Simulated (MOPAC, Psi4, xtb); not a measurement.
Interaction energy of Cl2 ··· H2Se (SMILES ClCl and [SeH2]). Monomers: optimised at B3LYP-D3(BJ) (def2-TZVP), held rigid. Orientation: a random orientation, not optimised. R is the distance of the centres of mass, along which the second monomer moves.

Geometry at R = 4.13 Å (first 2 atoms: monomer A):
```
5

Cl     1.0067     0.0000     0.0000
Cl    -1.0067     0.0000     0.0000
Se    -0.1941    -3.4741    -2.2435
H     -0.2723    -2.0078    -2.1661
H     -1.6575    -3.5897    -2.1596
```

- PM3, restricted, heats of formation (MOPAC)
- PM6, restricted, heats of formation (MOPAC)
- GFN1-xTB (xtb)
- SAPT0/jun-cc-pVDZ, frozen core (Psi4)

Interaction energies in kJ/mol; the last columns give the difference from SAPT0:

```csv
R / Å,PM3,PM6,GFN1-xTB,SAPT0/jun-cc-pVDZ,PM3 − SAPT0/jun-cc-pVDZ,PM6 − SAPT0/jun-cc-pVDZ,GFN1-xTB − SAPT0/jun-cc-pVDZ
3.52,-2.25,1.08,4.12,12.38,-14.63,-11.30,-8.26
3.75,-3.22,-3.81,-0.96,4.08,-7.30,-7.89,-5.04
3.95,-2.54,-4.01,-2.46,0.75,-3.29,-4.76,-3.21
4.13,-1.78,-3.12,-2.77,-0.62,-1.16,-2.50,-2.16
4.34,-1.09,-2.09,-2.64,-1.23,0.14,-0.86,-1.41
4.54,-0.69,-1.45,-2.34,-1.34,0.65,-0.11,-1.00
4.86,-0.39,-0.90,-1.84,-1.17,0.78,0.27,-0.67
5.16,-0.27,-0.61,-1.44,-0.93,0.66,0.32,-0.51
5.67,-0.17,-0.34,-0.93,-0.59,0.42,0.24,-0.34
6.34,-0.09,-0.19,-0.50,-0.32,0.22,0.13,-0.18
7.35,-0.04,-0.10,-0.20,-0.14,0.10,0.04,-0.06
8.62,-0.02,-0.05,-0.07,-0.06,0.04,0.01,-0.01
```

PM3 is furthest from SAPT0/jun-cc-pVDZ at 3.52 (-14.63 kJ/mol, below); its mean absolute difference over the points is 2.45 kJ/mol.

PM6 is furthest from SAPT0/jun-cc-pVDZ at 3.52 (-11.30 kJ/mol, below); its mean absolute difference over the points is 2.37 kJ/mol.

GFN1-xTB is furthest from SAPT0/jun-cc-pVDZ at 3.52 (-8.26 kJ/mol, below); its mean absolute difference over the points is 1.90 kJ/mol.
